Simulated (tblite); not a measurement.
Isomers of C6H10O3S. All values are computed: GFN2-xTB (tblite) harmonic vibrations without scaling, gas phase. Errors from tens to a few hundred cm⁻¹ against measured bands are possible. One conformer each.

Electronic energies: GFN2-xTB at the same geometries; isomer energies are rough at this level and their order can be wrong.

```tsv
SMILES	electronic energy, lowest = 0 (kcal/mol)
C=C[C@@H]1C[C@H](OC)S1(=O)=O	23.9
O=S(=O)(O)[C@@H]1CC12CCC2	0.0
C[C@@H]1[C@H]2C[C@]1(S(=O)(=O)O)C2	20.7
```

Question: How do GFN2-xTB zero-point energies change the relative energies?

Answer: 
```
                            SMILES  ZPE (kcal/mol)  of it from modes above 1550 cm⁻¹  electronic (kcal/mol)  with ZPE, lowest = 0 (kcal/mol)  lowest mode (cm⁻¹)  rings
         O=S(=O)(O)[C@@H]1CC12CCC2            97.3                              44.3                    0.0                              0.0                  41      2
C[C@@H]1[C@H]2C[C@]1(S(=O)(=O)O)C2            97.8                              44.1                   20.7                             21.1                  23      3
      C=C[C@@H]1C[C@H](OC)S1(=O)=O            96.2                              45.5                   23.9                             22.7                  32      1
```

The zero-point energies span 1.6 kcal/mol, from `C=C[C@@H]1C[C@H](OC)S1(=O)=O` to `C[C@@H]1[C@H]2C[C@]1(S(=O)(=O)O)C2`. The order is unchanged.
